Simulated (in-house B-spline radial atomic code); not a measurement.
Atomic self-consistent-field run: As. Method: non-relativistic Hartree-Fock, average of configuration, point nucleus, inside a hard spherical wall at 8.93 bohr. Calculated with a radial B-spline atomic code at the basis-set limit.

Command:
```bash
python run_scf.py task.json out
```
Settings:
```
Z                33
configuration    [Ar] 3d10 4s2 4p3
hamiltonian      nr
method           hf
spin_polarised   False
wall_radius      8.93
```

Output (hartree, bohr):
```
 radial grid: 46 intervals, B-splines of order 8, outer radius 8.93 bohr

 iter        energy (Eh)    residual
    1      -2233.4778308    4.70e-01
    2      -2234.0043828    8.74e-02
    3      -2234.1683088    1.69e-02
    4      -2234.1714019    6.83e-03
    5      -2234.1716619    1.02e-03
    6      -2234.1716843    5.16e-04
    7      -2234.1716903    8.35e-05
    8      -2234.1716906    1.60e-05
    9      -2234.1716906    7.01e-07
   10      -2234.1716906    1.37e-07

 total energy                    -2234.171691
 kinetic                           2234.17742
 electron-nucleus                 -5348.58129
 electron-electron                  880.23218

 orbital      occ     eigenvalue          <r>       <r^2>       <1/r>     <1/r^2>       r_max
 1s         2.000     -432.60047    0.0463635  0.00287947     32.5051     2123.41     0.03063
 2s         2.000      -56.32362     0.205963   0.0499636     7.19239     211.056      0.1732
 2p         6.000      -50.16754     0.178758   0.0390712     7.13463     69.3873      0.1379
 3s         2.000       -8.04304     0.605952    0.422143     2.33231     33.1717        0.53
 3p         6.000       -5.89395     0.620381    0.451055     2.20674      10.553       0.526
 3d        10.000       -2.12604      0.66731    0.556328     1.91798     4.84887      0.4803
 4s         2.000       -0.69401      2.02562     4.72766    0.638961     2.75044       1.672
 4p         3.000       -0.32930      2.55267     7.63426    0.504248    0.676343       2.014
```

Run time, properties included: 0.06 s on 1 thread of Arm Neoverse V2 (shared host).
